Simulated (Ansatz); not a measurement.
This Ansatz (a quantum-chemistry and plane-wave program) input (r2SCAN/cc-pV(T+d)Z) gives -396.04254 Eh with 69 basis functions. A basis named .json is the Basis Set Exchange file of that set (core-valence sets with the plain set on hydrogen).

Ansatz 0.2 input:
```yaml
crystal:
  periodic: [false, false, false]
  atoms:
    - {symbol: N, position_ang: [-0.00000000, -0.00000000, -1.01096879]}
    - {symbol: P, position_ang: [0.00000000, 0.00000000, 0.47178544]}
basis:
  gaussian:
    orbitals: cc-pV_T+d_Z.json
    fitting: {mean_field: def2-universal-JFIT.json}
hamiltonian:
  xc: {name: r2SCAN}
magnetization: {spin_polarized: false}
```

Change:
```diff
- fitting: {mean_field: def2-universal-JFIT.json}
+ final_grid: {core_spheres: 10, valence_spheres: 9, degree: 29}
```

### Question
What does the run give now?

### Answer
-396.04249 Eh (r2SCAN/cc-pV(T+d)Z, 69 functions), a change of +0.05 mEh.
